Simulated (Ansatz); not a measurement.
The same path of AlH4NaOSi (8 atoms, charge 0, multiplicity 1) was run twice with different band settings. The coordinate that changes most is the dihedral H5–Si3–Al4–H7.

The calculation used RKS B3LYP/def2-SVP in Ansatz 0.2.0.

Relaxed end points:

```xyz
8
Properties=species:S:1:pos:R:3
Na 0.247 2.589 -2.358
O -0.081 0.953 -1.283
Si -0.513 -0.484 -0.639
Al 0.512 -0.360 1.595
H -0.027 -1.679 -1.431
H -2.010 -0.702 -0.575
H -0.178 0.414 2.821
H 2.051 -0.731 1.870
```

```xyz
8
Properties=species:S:1:pos:R:3
Na 0.776 2.354 -2.561
O -0.060 0.841 -1.599
Si -0.594 -0.343 -0.625
Al 0.512 -0.300 1.595
H -0.398 -1.739 -1.187
H -2.089 -0.304 -0.370
H 0.236 -1.326 2.798
H 1.617 0.817 1.948
```

Common settings: movable images 9; climbing image yes; spring 5.0 eV/Å²; optimiser quadratic models (default); start path through a guess of the saddle point; iteration limit 60; end points relaxed.

| run | force threshold |
| --- | --- |
| 1 | 0.03 eV/Å |
| 2 | 0.2 eV/Å |

**Question.** What does each run give, and how far can it be trusted?

**Answer.** Run 1: converged after 7 iterations, highest image 0.000 eV above the first end. The top lies less than 8 meV above the higher end, about what the thresholds resolve: that end is a shoulder or a very shallow well. A vibrational analysis at the climbing image gives no mode beyond 40i cm⁻¹: the surface is too flat there to confirm a saddle point.
Run 2: converged after 4 iterations, highest image 0.000 eV above the first end. The threshold of 0.2 eV/Å is loose, so the images may lie well off the minimum-energy path. The top lies less than 8 meV above the higher end, about what the thresholds resolve: that end is a shoulder or a very shallow well. Another band between the same ends (9 images) ends at a top of the same energy, where a vibrational analysis finds no clearly imaginary modes.
